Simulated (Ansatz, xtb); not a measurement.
## C2H6Cl2Si: which of two conformers lies lower

Structure X: `CC[SiH](Cl)Cl`, a singlet. Structure Y: `CC[SiH](Cl)Cl`, a singlet. Both are isolated molecules in the gas phase, relaxed with PBE-D3(BJ)/def2-SVP.

X (Å):

```csv
atom,x (Å),y (Å),z (Å)
C,0.2871,0.9981,-0.0175
C,1.6556,0.3529,-0.2734
Cl,2.4924,2.7006,-2.3235
Cl,4.2058,-0.2230,-2.1716
Si,2.3266,0.6500,-2.0003
H,0.3306,2.0969,-0.1586
H,-0.4879,0.6054,-0.7078
H,-0.0630,0.8045,1.0165
H,1.6194,-0.7499,-0.1312
H,2.4203,0.7289,0.4402
H,1.4592,0.0937,-3.0869
```

Y (Å):

```xyz
11

C    -1.1782    1.4647   -1.3665
C    -0.1381    2.2376   -0.5463
Cl    1.9940   -0.1863   -0.6761
Cl   -0.2209    0.0905    1.8666
Si    0.9607    1.1616    0.5282
H    -1.7979    2.1480   -1.9811
H    -0.6894    0.7420   -2.0503
H    -1.8589    0.8899   -0.7067
H     0.5403    2.8253   -1.2040
H    -0.6238    2.9725    0.1336
H     1.9671    1.9356    1.3207
```

Task: Estimate E(Y) − E(X) at the level CCSD(T)/def2-SVP + ΔMP2/def2-TZVPP.

Result: Too close to call at this level: CCSD(T)/def2-SVP + ΔMP2/def2-TZVPP gives E(Y) − E(X) = −0.22 kcal/mol.

Level by level:

```json
{"level": "PBE-D3(BJ)/def2-SVP", "geometry": "PBE-D3(BJ)/def2-SVP", "E(Y) − E(X) (kcal/mol)": "−0.45", "departure from the last row (kcal/mol)": "−0.23", "job, with rough time for the two": "optimisation, 24 s"}
{"level": "HF/def2-SVP", "geometry": "PBE-D3(BJ)/def2-SVP", "E(Y) − E(X) (kcal/mol)": "−0.28", "departure from the last row (kcal/mol)": "−0.06", "job, with rough time for the two": "part of the CCSD(T) run"}
{"level": "MP2/def2-SVP", "geometry": "PBE-D3(BJ)/def2-SVP", "E(Y) − E(X) (kcal/mol)": "−0.49", "departure from the last row (kcal/mol)": "−0.27", "job, with rough time for the two": "part of the CCSD(T) run"}
{"level": "CCSD(T)/def2-SVP", "geometry": "PBE-D3(BJ)/def2-SVP", "E(Y) − E(X) (kcal/mol)": "−0.47", "departure from the last row (kcal/mol)": "−0.25", "job, with rough time for the two": "single point"}
{"level": "CCSD(T)/def2-SVP + ΔMP2/def2-TZVPP", "geometry": "PBE-D3(BJ)/def2-SVP", "E(Y) − E(X) (kcal/mol)": "−0.22", "departure from the last row (kcal/mol)": "", "job, with rough time for the two": "single point, 28 s"}
```

The largest departure from CCSD(T)/def2-SVP + ΔMP2/def2-TZVPP is that of MP2/def2-SVP, 0.27 kcal/mol. Levels run at GFN2-xTB geometries aren't shown. The last row adds to CCSD(T) the change of the MP2 difference between the two basis sets, here +0.25 kcal/mol.

With harmonic frequencies from PBE-D3(BJ)/def2-SVP (ideal gas, rigid rotor, one conformer each, 298.15 K, 1 atm): the zero-point term adds +0.05 kcal/mol; ΔH is −0.21 and ΔG −0.07 kcal/mol.

The correlated steps freeze 17 core orbitals. Mirror images aren't counted in ΔG. Run with Ansatz 0.2.0; the last row on 2 threads of Arm Neoverse V2 on a shared host.
